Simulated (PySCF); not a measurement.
Compound: C2H8AlNTe.
Bonds: N1–Al2, Al2–C3, C3–Te4, Te4–C5, Al2–C5. Hydrogens: H6, H7, H8 on N1; H9 on Al2; H10, H11 on C3; H12, H13 on C5.

Method: PBE0-D3(BJ)/def2-SVP geometry optimisation, gas phase, def2 core potentials past Kr (PySCF 2.14.0); density fitting, grid level 1; the optimiser is geomeTRIC in internal coordinates, started from a GFN2-xTB structure with every atom displaced at random (about 0.01 Å).

Step 0: E = -17573.4096 eV
```
atom  x, y, z in Å  |  force x, y, z in eV/Å
N1      1.7159   -0.2481   -0.4564   -0.957   2.562  -0.151
Al2     0.0785   -0.1013    0.8289   -0.039  -0.019  -0.611
C3     -1.2175   -1.3574   -0.0729    0.199   0.889   0.418
Te4    -2.0831    0.4357   -0.9866   -0.438  -0.032  -0.498
C5     -0.7392    1.6336    0.2415   -0.540  -0.058   0.568
H6      2.1213   -1.1361   -0.3839    1.032  -1.816   0.091
H7      1.4428   -0.0761   -1.4332   -0.042  -0.161   0.285
H8      2.4017    0.4840   -0.2106   -0.202  -0.541  -0.090
H9      0.7937   -0.3362    2.1980    0.275  -0.116   0.501
H10    -1.9657   -1.8560    0.5415   -0.320  -0.049   0.310
H11    -0.9367   -2.0589   -0.8499    0.377  -0.287  -0.449
H12    -0.2440    2.3800   -0.3834    0.375   0.029  -0.245
H13    -1.3623    2.2201    0.9568    0.279  -0.401  -0.129
```

Step 1: E = -17573.5506 eV
```
atom  x, y, z in Å  |  force x, y, z in eV/Å
N1      1.6776   -0.2274   -0.4262    0.218  -0.510   0.030
Al2     0.0937   -0.0827    0.8681    0.055   0.072   0.095
C3     -1.1766   -1.2920   -0.0833   -0.030  -0.167  -0.115
Te4    -2.0721    0.4434   -1.0756    0.133  -0.022  -0.018
C5     -0.7639    1.6031    0.2441   -0.049   0.161  -0.099
H6      2.1053   -1.1665   -0.3897   -0.274   0.407  -0.111
H7      1.2465   -0.1048   -1.3457    0.071  -0.033  -0.140
H8      2.4444    0.4410   -0.3421   -0.104   0.111   0.056
H9      0.8052   -0.3259    2.2877   -0.026  -0.023  -0.017
H10    -1.9480   -1.8084    0.5074   -0.008  -0.009   0.005
H11    -0.8118   -1.9977   -0.8535   -0.008   0.032   0.158
H12    -0.2047    2.3412   -0.3567    0.038  -0.048   0.090
H13    -1.3899    2.1598    0.9553   -0.016   0.028   0.065
```

Step 2: E = -17573.5710 eV
```
atom  x, y, z in Å  |  force x, y, z in eV/Å
N1      1.6623   -0.2258   -0.4382   -0.001  -0.129  -0.072
Al2     0.0886   -0.0845    0.8741    0.035   0.040   0.053
C3     -1.1736   -1.3044   -0.0768   -0.057   0.005   0.007
Te4    -2.0350    0.4390   -1.0984    0.138  -0.031   0.010
C5     -0.7542    1.6092    0.2473   -0.094   0.032  -0.011
H6      2.0887   -1.1552   -0.4164   -0.038   0.067  -0.034
H7      1.2407   -0.0996   -1.3640    0.025   0.007  -0.017
H8      2.4156    0.4561   -0.3413   -0.051   0.045   0.045
H9      0.7855   -0.3287    2.2991    0.020  -0.022  -0.019
H10    -1.9546   -1.8123    0.5094   -0.024   0.034  -0.010
H11    -0.7963   -2.0213   -0.8246    0.020  -0.012   0.035
H12    -0.1748    2.3435   -0.3353    0.036  -0.014   0.024
H13    -1.3871    2.1670    0.9548   -0.009  -0.023  -0.010
```

**Question.** Estimate the geometry and energy of step 3. (The exact step hangs on the optimiser's Hessian estimate; all steps are aligned on step 2, rigid shifts and turns removed.)

**Answer.** E = -17573.5850 eV, largest force 0.227 eV/Å
```
atom  x, y, z in Å  |  force x, y, z in eV/Å
N1      1.6406   -0.2212   -0.4550   -0.135   0.165  -0.072
Al2     0.0899   -0.0913    0.8879   -0.013  -0.002   0.026
C3     -1.1717   -1.3110   -0.0633   -0.050   0.036   0.092
Te4    -1.9658    0.4288   -1.1341    0.037  -0.004  -0.081
C5     -0.7416    1.6046    0.2504   -0.042  -0.018   0.061
H6      2.0761   -1.1392   -0.4593    0.148  -0.172   0.020
H7      1.2203   -0.0816   -1.3808   -0.049   0.036   0.052
H8      2.3736    0.4796   -0.3395    0.019  -0.021   0.018
H9      0.7722   -0.3381    2.3181    0.073  -0.016  -0.033
H10    -1.9772   -1.7939    0.5108   -0.024   0.043  -0.016
H11    -0.7811   -2.0484   -0.7807    0.027  -0.048  -0.026
H12    -0.1355    2.3354   -0.3071    0.021   0.027  -0.002
H13    -1.3942    2.1593    0.9426   -0.013  -0.026  -0.039
```

The energy changes by -0.0140 eV. The first-order estimate −F·Δx gives -0.0209 eV and the mean of the old and new forces, exact on a quadratic surface, -0.0140 eV. The step makes an angle of 59° with the force vector and moves no atom by more than 0.079 Å.

What follows is the cost of the whole optimisation. Hardware: Intel Xeon Platinum 8488C, one thread, shared host. Cost: 80 s of wall time, 0.56 GiB resident at most.
